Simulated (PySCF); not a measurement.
Radial density of He⁺ (helium, charge +1)

UHF, 1s1, 2S determinant. Calculation: PySCF 2.14, in aug-cc-pVTZ-DK (4s3p2d, 23 functions); the spin-free X2C one-electron Hamiltonian (Gaussian nucleus).

| r (bohr) | 4πr²ρ (e/bohr) | 4πr²(ρα − ρβ) |
| --- | --- | --- |
| 0.0105 | 0.003374 | 0.0034 |
| 0.0176 | 0.009435 | 0.0094 |
| 0.0296 | 0.02587 | 0.0259 |
| 0.0498 | 0.06781 | 0.0678 |
| 0.0838 | 0.1650 | 0.1650 |
| 0.141 | 0.3687 | 0.3687 |
| 0.237 | 0.6982 | 0.6982 |
| 0.399 | 1.024 | 1.0242 |
| 0.671 | 0.9721 | 0.9721 |
| 1.13 | 0.4525 | 0.4525 |
| 1.90 | 0.05921 | 0.0592 |
| 3.19 | 0.0009304 | 0.0009 |

Densities and radii are taken from the X2C orbitals without a picture-change correction, which distorts them close to the nucleus.
